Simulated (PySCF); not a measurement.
BrO₃Re, multiplicity 1. Atoms are numbered in the order given.

```xyz
5

Re     0.0000     0.0000     0.5265
O     -1.3899     0.8025     1.0985
O      1.3899     0.8025     1.0985
O      0.0000    -1.6050     1.0985
Br     0.0000     0.0000    -1.8815
```

Geometry: B3LYP-D3(BJ)/def2-SVP. The spin state was assumed, not searched. The def2 effective core potentials stand for the cores of Re; spin–orbit coupling is left out.

These are PySCF with PBE/def2-TZVP values and carry that method's errors.

Gas-phase values at a fixed geometry.

* **total energy**: -2877.85715 hartree
* **point group**: C3v
* **highest occupied level**: -8.41 eV
* **lowest empty level**: -4.17 eV
* **orbital gap**: 4.24 eV
* **dipole moment**: 1.99 D
* **quadrupole, principal values (traceless, Buckingham form, about the centre of nuclear charge)**: -2.05, -2.05, 4.10 D·Å
* **mean static polarisability**: 65.0 bohr³ (9.64 Å³)
* **polarisability, principal values**: 57.3, 57.3, 80.4 bohr³
